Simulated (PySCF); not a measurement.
C7H13NSi.
Numbering: `[CH3:1][C:2]#[C:3][C@@H:4]1[CH2:5][Si@@H:6]1[N:7]([CH3:8])[CH3:9]` (hydrogens: H10, H11, H12 on C1; H13 on C4; H14, H15 on C5; H16 on Si6; H17, H18, H19 on C8; H20, H21, H22 on C9)

Level of theory: PySCF, PBE0-D3(BJ)/def2-SVP geometry optimisation, gas phase.

(1) List the bond lengths, angles and torsions at this level.

Results:

(1) 
```csv
bond,length (bohr),order
C1–C2,2.748,single
C2≡C3,2.297,triple
C3–C4,2.712,single
C4–C5,2.966,single
C5–Si6,3.497,single
Si6–N7,3.251,single
"N7–C8, N7–C9",2.725,single
C4–Si6,3.537,single
"C1–H10, C1–H11, C1–H12",2.082,single
C4–H13,2.078,single
C5–H14,2.072,single
C5–H15,2.071,single
Si6–H16,2.807,single
"C8–H17, C9–H21",2.095,single
C8–H18 and 3 like bonds,2.085,single
```

Bonds in one row agree within 0.02 bohr and their mean is given. Orders are formal, as drawn. A selection of angles:
```csv
angle,degrees
C1–C2–C3,179.7
C2–C3–C4,178.9
C3–C4–C5,119.0
C3–C4–Si6,125.6
C5–C4–Si6,64.4
C4–C5–Si6,65.8
C5–Si6–N7,125.6
C4–Si6–C5,49.9
C4–Si6–N7,122.7
Si6–N7–C8,124.0
Si6–N7–C9,119.9
C8–N7–C9,114.6
```

Torsions: C3–C4–C5–Si6 -118° (anticlinal); C4–C5–Si6–N7 105° (anticlinal); C5–Si6–N7–C8 -61° (synclinal); C3–C4–Si6–C5 109° (anticlinal).

The 3-membered ring C4–C5–Si6 has internal angles of 49.9° to 65.8°. Si6 (SiH silicon) has angles from 49.9° to 125.6°. Of the pairs four or more bonds apart, C3···H19 is among the closest relative to their van der Waals radii: 2.57 Å, 89 % of the sum of Bondi's values. N7 (silicon-bound nitrogen) is almost planar (angles 124.0°, 119.9° and 114.6°, sum 358.5°, 0.11 Å off the plane of its three neighbours). The 2 C–Si bonds span 1.851 Å (C5–Si6, drawn single) to 1.872 Å (C4–Si6, drawn single), a spread of 0.021 Å. The C–C distances run from 1.216 Å (C2≡C3, drawn triple) to 1.569 Å (C4–C5, drawn single), a spread of 0.353 Å.

Point group: C1 (no symmetry element, even within 0.4 Å). Whether it is a minimum is left open (no frequencies). One conformer, not necessarily the lowest.

On an Arm Neoverse N1 with one thread, shared host with 64 logical CPUs at a one-minute load of 61, this took 4.3 min of wall time and 0.89 GiB of memory at its peak. That covers the optimisation of the geometry.
